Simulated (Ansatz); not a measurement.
Gas-phase electronic energies from Ansatz, PBE0-D4/def2-TZVP geometries. CCSD(T)/CBS adds triple-zeta CCSD(T) − MP2 to the extrapolated MP2 energy (def2 sets, frozen cores). DFT in def2-TZVPP. B3LYP here is the variant with VWN-RPA as its local correlation; programs differ in this. For Br, Ga, Ge outer-core shells are correlated without core-valence functions, which leaves a few kJ/mol of doubt a bond. Scalar relativity is left out up to krypton. One conformer a species, not always the lowest.

Consider the redistribution: `[BH2][GeH2][CH3]` + `C[O][Ga]([SH])[Br]` → `C[BH][GeH2][CH3]` + `[OH][Ga]([SH])[Br]`.

Problem. Is it downhill or uphill in electronic energy at CCSD(T)/CBS, and by how much? (Best estimate.)

Solution. Computed: Downhill: ΔE = -25.0 kcal/mol.

Problem. What do these levels give: PBE-D4, B3LYP-D4, r2SCAN, B3LYP, HF/def2-TZVPP, SCS-MP2/def2-TZVPP, CCSD(T)/def2-TZVPP, HF/def2-QZVPP, SCS-MP2/def2-QZVPP, HF/CBS(def2), MP2/CBS(def2), CCSD/CBS(def2)? (Best estimate.)

Solution. Computed: PBE-D4 -25.7, B3LYP-D4 -23.8, r2SCAN -25.8, B3LYP -24.1, HF/def2-TZVPP -21.2, SCS-MP2/def2-TZVPP -23.9, CCSD(T)/def2-TZVPP -24.2, HF/def2-QZVPP -21.2, SCS-MP2/def2-QZVPP -24.4, HF/CBS(def2) -21.2, MP2/CBS(def2) -26.5, CCSD/CBS(def2) -24.8 kcal/mol.

Largest T1 diagnostic among the species: 0.012.

In def2-TZVPP, CCSD(T) changes the Hartree–Fock value by −3.0 kcal/mol (the triples alone add −0.2 kcal/mol) and MP2 by −4.5 kcal/mol.
